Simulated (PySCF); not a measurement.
## Radial density of Sm (samarium, neutral)

PBEsol, [Xe] 4f6 6s2, high-spin 7F determinant. Calculation: PySCF 2.14, in x2c-TZVPPall with one added diffuse shell each of s, p, d, f type (12s8p8d5f2g, 129 functions); the spin-free X2C one-electron Hamiltonian (Gaussian nucleus).

| r (bohr) | 4πr²ρ (e/bohr) | 4πr²(ρα − ρβ) |
| --- | --- | --- |
| 0.0264 | 72.99 | 0.0037 |
| 0.0445 | 85.81 | 0.0067 |
| 0.0748 | 108.2 | -0.0001 |
| 0.126 | 80.65 | 0.0553 |
| 0.212 | 94.10 | 0.7421 |
| 0.356 | 39.83 | 3.4739 |
| 0.599 | 43.83 | 6.2142 |
| 1.01 | 15.13 | 4.1228 |
| 1.69 | 6.702 | 1.1541 |
| 2.85 | 1.218 | 0.1204 |
| 4.79 | 0.4520 | 0.0042 |
| 8.06 | 0.04384 | -0.0052 |
| 13.6 | 0.0001578 | 0.0000 |

Densities and radii are taken from the X2C orbitals without a picture-change correction, which distorts them close to the nucleus.

Spin-orbit coupling, absent here, splits the open shell strongly.

Q: Where is the radial spin density 4πr²(ρα − ρβ) most negative, and why is it negative at all?

A: Around r = 8.06 bohr, down to -0.0052 e/bohr: exchange with the open shell polarises the paired shells in an unrestricted calculation.
